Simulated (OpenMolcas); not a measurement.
# Fe⁵⁺: effect of the active space

```json
{"Program": "OpenMolcas 26.06", "Method": "XMS-CASPT2, IPEA 0.25 Eh, imaginary shift 0.1 Eh", "Basis": "ANO-RCC-VTZP", "Scalar Hamiltonian": "DKH2, point nucleus", "Spin-orbit coupling": "RASSI with atomic mean-field integrals over the reference wave functions, term energies averaged over their components"}
```

A. 3 electrons in 5 orbitals (3d); 2S+1 = 4 even, 10 roots; 2S+1 = 2 even, 40 roots; closed shells correlated: 3s 3p; CASPT2 step about 8 core-seconds
B. 3 electrons in 10 orbitals (3d 4d); 2S+1 = 4 even, 10 roots; 2S+1 = 2 even, 40 roots; closed shells correlated: 3s 3p; CASPT2 step of the order of 6 core-minutes

Energies in cm⁻¹ above 3d³ ⁴F_3/2, the measured ground level; measured values from Corliss and Sugar, J. Phys. Chem. Ref. Data 11, 135 (1982).

```csv
Level,A,B,Measured
3d³ ⁴F_3/2,0.0,0.0,0.0
3d³ ⁴F_5/2,543,544,511
3d³ ⁴F_7/2,1274,1278,1188
3d³ ⁴F_9/2,2170,2170,2001
3d³ ⁴P_1/2,19810,19740,18738
3d³ ⁴P_3/2,20000,19940,18942
3d³ ⁴P_5/2,20670,20620,19611
3d³ ²G_7/2,21970,22020,20616
3d³ ²G_9/2,22700,22770,21315
3d³ ²P_3/2 [63 %],27820,28000,26215
3d³ ²P_1/2,28000,28140,26496
3d³ ²H_9/2,30130,30190,28724
3d³ ²D_5/2(1),30360,30650,28484
3d³ ²D_3/2(1) [65 %],30360,30590,28628
3d³ ²H_11/2,30670,30750,29203
3d³ ²F_7/2,48660,48670,46217
3d³ ²F_5/2,48980,48980,46604
3d³ ²D_5/2(2),75460,75370,71708
3d³ ²D_3/2(2),75820,75690,72049
```

Deviations, from unrounded energies. A percentage is the sum of absolute deviations over the sum of measured energies, with the sign that they share, or ± where signs differ.

```csv
Against measurement,Levels,A,B
mean absolute deviation (cm-1),18,1600,1600
fine structure of the ground term (%),3,+7.7,+8.0
other terms of the ground configuration (%),15,+5.5,+5.7
```

A, B lie about equally close to measurement. The largest miss of A in the table is 3d³ ²D_3/2(2), by +3800 cm-1. The ranking rests on the paired levels alone, and a cruder setting can come out closer through cancelling errors.

The two smallest mean deviations differ by little beside CASPT2's spread within terms, so their order carries little weight.

Between A and B the level of the table that moves most is 3d³ ²D_5/2(1), by 290 cm-1 (lowest in A, highest in B). Moves below CASPT2's spread within the term are not significant.

CASPT2 breaks the degeneracy within a term, and the mean is taken; among the terms shown or strongly mixed into the levels shown the widest spread is 1500 cm-1 (3d³ ⁴F, A). The CASPT2 spread within a term exceeds the gap to the next term for 3d³ ²D(1) and 3d³ ²H, so the order of their levels is uncertain. Active for correlation alone: 4d; no level in the range computed is led by a configuration that fills it, so any true level of that kind is missing (holds for B). Measured partners are found by configuration, term and J. A level has none where our copy of the source lacks it or the pairing is in doubt (some pairs that miss far off the trend of their configuration count as doubtful), and it then counts in no deviation. Levels of configurations outside the active space are missing.

A share in square brackets marks a mixed level and gives the weight of the term that names it, the lowest over the columns. A number in round brackets counts repeated terms of one configuration in the order of the reference energies.
